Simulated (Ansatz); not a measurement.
A run of Ansatz (development build ahead of 0.2.0) on singlet H₈ in separate pieces at this shape:

| atom | x (Å) | y (Å) | z (Å) |
| --- | --- | --- | --- |
| H | 2.2883 | 0.0884 | 0.4091 |
| H | 2.1909 | -0.0395 | -0.3127 |
| H | -0.0019 | 2.3150 | 0.2848 |
| H | 0.0664 | 2.3220 | -0.4155 |
| H | -2.3013 | -0.0787 | 0.3219 |
| H | -2.1926 | -0.0342 | -0.4326 |
| H | 0.0461 | -2.1772 | 0.3464 |
| H | 0.0201 | -2.3401 | -0.3099 |

Its results:

| Property | Result |
| --- | --- |
| Converged | yes |
| Total energy | -4.50888 hartree |

Forces (eV/Å):
| atom | Fx | Fy | Fz |
| --- | --- | --- | --- |
| H1 | 0.055 | 0.050 | 0.268 |
| H2 | -0.022 | -0.050 | -0.266 |
| H3 | -0.190 | -0.005 | 1.904 |
| H4 | 0.185 | 0.035 | -1.906 |
| H5 | 0.074 | 0.039 | -0.630 |
| H6 | -0.104 | -0.034 | 0.631 |
| H7 | 0.134 | 0.808 | 3.309 |
| H8 | -0.132 | -0.843 | -3.310 |

Question: Which input gives this output? Name the method, the orbitals and the basis set, and write the input.

Answer: RHF in def2-SVP. An unrestricted run that stays on the closed shell gives the same numbers.

```yaml
crystal:
  periodic: [false, false, false]
  atoms:
    - { symbol: H, position_ang: [2.28831, 0.08844, 0.40905] }
    - { symbol: H, position_ang: [2.1909, -0.03948, -0.31273] }
    - { symbol: H, position_ang: [-0.00193, 2.31505, 0.2848] }
    - { symbol: H, position_ang: [0.06644, 2.32201, -0.41554] }
    - { symbol: H, position_ang: [-2.30134, -0.07871, 0.32188] }
    - { symbol: H, position_ang: [-2.19265, -0.03423, -0.43257] }
    - { symbol: H, position_ang: [0.04606, -2.17718, 0.34638] }
    - { symbol: H, position_ang: [0.02006, -2.34011, -0.3099] }
basis:
  gaussian: { orbitals: def2-SVP }
hamiltonian:
  xc: hf
output:
  forces: true
```
